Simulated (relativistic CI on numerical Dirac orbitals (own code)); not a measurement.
# Sensitivity of the levels of In6+ to α and to the nuclear radius

These numbers are calculated, not measured: Dirac-Coulomb-Breit CI, orbitals from a KLI potential per configuration, derivatives by finite differences, unscaled Slater integrals, QED left out (own radial code, finite nucleus).

CI space (outside the closed core [Ar] 3d10): 4s²4p⁶4d⁷, 4s²4p⁶4d⁶5s, 4s²4p⁶4d⁶4f, 4s²4p⁵4d⁸, 4s²4p⁶4d⁶5d, 4s²4p⁴4d⁹, 4s4p⁶4d⁸, 4s²4p⁶4d⁵5s². Levels of other configurations are missing.

With x = (α/α₀)² − 1 an excitation energy changes as ω = ω₀ + qx; K = 2q/ω₀ is the relative enhancement. Terms are leading LS components, so labels can repeat. The field-shift factor is F = δν/δ⟨r²⟩ for the transition from the lowest level.

Lowest level 4s²4p⁶4d⁷ ⁴F9/2.

```csv
Level,ω₀ (cm⁻¹),q (cm⁻¹),F (GHz/fm²)
4s²4p⁶4d⁷ ⁴F7/2,5501.9,6018,0.0765
4s²4p⁶4d⁷ ⁴F5/2,8417.4,7740,0.104
4s²4p⁶4d⁷ ⁴F3/2,10123.1,8334,0.114
4s²4p⁶4d⁷ ⁴P3/2,18253.8,229.2,0.0163
4s²4p⁶4d⁷ ⁴P5/2,20257.1,3434,0.148
4s²4p⁶4d⁷ ²G9/2,22897.7,3483,0.0973
4s²4p⁶4d⁷ ⁴P1/2,23072.3,5666,0.128
4s²4p⁶4d⁷ ²G7/2,27883.0,8272,0.162
4s²4p⁶4d⁷ ⁴P3/2,28379.5,9205,0.152
4s²4p⁶4d⁷ ²D5/2,30897.5,7486,0.173
4s²4p⁶4d⁷ ²H11/2,31948.4,4769,0.147
4s²4p⁶4d⁷ ²P1/2,32300.5,12280,0.0953
4s²4p⁶4d⁷ ²H9/2,37433.1,11260,0.228
```

At this charge configurations can still be misplaced by up to about 7 % of their energy. Terms inside the open d or f shell come out 10 to 20 % too wide with unscaled integrals.

Problem. Which transition from the lowest level has the largest |K|?

Solution. 4s²4p⁶4d⁷ ⁴F7/2 at 5501.9 cm⁻¹, K = 2.19.
